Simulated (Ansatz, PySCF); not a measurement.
C2H6GeN2, SMILES [NH2][Ge@H]1[CH]=N[CH2]1. Atoms are numbered in the order given.

```xyz
11

N      1.8850    -0.0001     0.8195
Ge     0.3853    -0.2160    -0.2181
C     -1.3323    -0.7182     0.6323
N     -2.0115     0.2944     0.2219
C     -1.0630     1.1658    -0.5065
H      2.7591     0.1498     0.3168
H      1.8161     0.6650     1.5886
H      0.8675    -1.0283    -1.4418
H     -1.7992    -1.5194     1.2249
H     -0.9408     2.1288     0.0161
H     -1.4083     1.3775    -1.5321
```

Geometry optimised at TPSSh-D3(BJ)/def2-SVP. The structure was generated by enumeration; whether it is a known compound was not checked. One conformer was computed; it need not be the lowest.

Two levels are set side by side: PBE-D3(BJ)/def2-SVP (Ansatz, an electronic-structure program) and TPSSh-D3(BJ)/def2-SVP (PySCF). Each level has its own optimised geometry; the coordinates shown are those of the second. Frequencies come from the Hessian of PySCF at each geometry. Differences are taken from unrounded values.

| quantity | TPSSh-D3(BJ) | PBE-D3(BJ) | PBE-D3(BJ) minus TPSSh-D3(BJ) |
|---|---|---|---|
| mean bond length (Å) | 1.409 | 1.418 | 0.009 |
| bond N1–Ge2 (Å) | 1.836 | 1.849 | 0.013 |
| bond Ge2–C3 (Å) | 1.981 | 1.997 | 0.016 |
| bond Ge2–C5 (Å) | 2.022 | 2.042 | 0.019 |
| bond C3–N4 (Å) | 1.286 | 1.292 | 0.005 |
| bond N4–C5 (Å) | 1.480 | 1.475 | -0.005 |
| bond N1–H6 (Å) | 1.019 | 1.026 | 0.006 |
| bond N1–H7 (Å) | 1.019 | 1.025 | 0.006 |
| bond Ge2–H8 (Å) | 1.546 | 1.561 | 0.015 |
| bond C3–H9 (Å) | 1.100 | 1.109 | 0.009 |
| bond C5–H10 (Å) | 1.103 | 1.111 | 0.008 |
| bond C5–H11 (Å) | 1.103 | 1.111 | 0.008 |
| highest harmonic wavenumber (cm⁻¹) | 3617 | 3558 | -59 |
| mean harmonic wavenumber (cm⁻¹) | 1305 | 1268 | -37 |
| zero-point energy (kcal/mol) | 50.36 | 48.94 | -1.43 |

Exact exchange shortens and stiffens bonds; PBE has none. Differences between two approximate levels are no errors against the true value.
